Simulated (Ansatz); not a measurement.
InCu, closed-shell singlet (lowest of 2S+1 = 1, 3 at CCSD(T)/def2-TZVPP on PBE0 minima; our sources give no spin for the ground state, which may be another), most abundant isotopes (62.9296 and 114.9039 u). Constants from fifth-degree fits in 1/R to seven points on the lowest solution found; no spin–orbit coupling, no relativity up to Kr; ω_e x_e and α_e move by some per cent with the fit.

Correlated levels freeze the inner cores; with def2 sets outer-core shells near the valence are correlated too. CBS(a, b) extrapolates the correlation energy as X⁻³ and adds the Hartree–Fock energy of set b.

Run with Ansatz (Gaussian basis) for Hartree–Fock, density functionals and correlated methods. Values without a source in brackets are computed. In def2 rows elements past Kr take small-core potentials, without spin–orbit coupling.

```json
[
 {"level": "PBE/def2-TZVPP", "r_e (Å)": "2.5686", "ω_e (cm⁻¹)": "183.0", "ω_e x_e (cm⁻¹)": "0.551", "α_e (cm⁻¹)": "0.000290"},
 {"level": "CCSD(T)/CBS(def2-TZVPP, def2-QZVPP)", "r_e (Å)": "2.5495", "ω_e (cm⁻¹)": "182.0", "ω_e x_e (cm⁻¹)": "0.372", "α_e (cm⁻¹)": "0.000259"}
]
```

Q: Derive the rotational constants, the centrifugal constant, the fundamental, the zero-point energy and the force constant.

A: 
μ = 40.66082 u.
- PBE/def2-TZVPP: B_e = 16.8576/(μ r_e²) = 0.062839 cm⁻¹; B₀ = B_e − α_e/2 = 0.062694 cm⁻¹; D = 4B_e³/ω_e² = 2.96e-08 cm⁻¹; fundamental ω_e − 2ω_e x_e = 182 cm⁻¹; zero-point energy ω_e/2 − ω_e x_e/4 = 91 cm⁻¹; k = μ(2πcω_e)² = 80.2 N/m; the line J = 1 ← 0 at 2B₀ = 3.759 GHz
- CCSD(T)/CBS(def2-TZVPP, def2-QZVPP): B_e = 16.8576/(μ r_e²) = 0.063783 cm⁻¹; B₀ = B_e − α_e/2 = 0.063653 cm⁻¹; D = 4B_e³/ω_e² = 3.13e-08 cm⁻¹; fundamental ω_e − 2ω_e x_e = 181 cm⁻¹; zero-point energy ω_e/2 − ω_e x_e/4 = 91 cm⁻¹; k = μ(2πcω_e)² = 79.4 N/m; the line J = 1 ← 0 at 2B₀ = 3.817 GHz

Doubts at one or more of the structures used: a restricted determinant that unrestricted orbitals would lower (CCSD(T)/CBS(def2-TZVPP, def2-QZVPP)).

Ansatz is an electronic-structure program.
